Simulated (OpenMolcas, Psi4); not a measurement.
## Predicting a hybrid from its neighbours: GeH2

The species is GeH2 (3 atoms), meant as a singlet with charge 0. As SMILES, `[GeH2]`. Geometry: relaxed at PBE0-D4/def2-TZVP.

The HOMO–LUMO gap y, in eV, basis def2-TZVPPD; a is the functional's share of exact exchange. Programs: OpenMolcas 26.06, Psi4 1.11.

| functional | program | a | y (eV) |
| --- | --- | --- | --- |
| PBE | Psi4 | 0 | 1.94 |
| revPBE | OpenMolcas | 0 | 2.01 |
| B3LYP | OpenMolcas | 0.2 | ? |
| PBE0 | OpenMolcas | 0.25 | 3.86 |
| BHLYP | OpenMolcas | 0.5 | 5.70 |

Question: Fit y = c + s·a to the known rows and predict B3LYP.

Answer: 
1. Means of the 4 rows: a = 0.1875, y = 3.377.
2. Σ(Δa)² = 0.17188, Σ(Δa·Δy) = 1.2819, so the slope is 1.2819/0.17188 = 7.4581.
3. Intercept: 3.377 − (7.4581) × 0.1875 = 1.979. The largest residual of the fit is 0.039.
4. B3LYP: 1.979 + (7.4581) × 0.2 = 3.47 eV.

The run gave 3.45 eV, so the prediction is off by +0.02 eV, within the scatter of the fit. Exact exchange lowers occupied levels and raises empty ones. The rows mix families of semi-local functionals, which the line can't see.
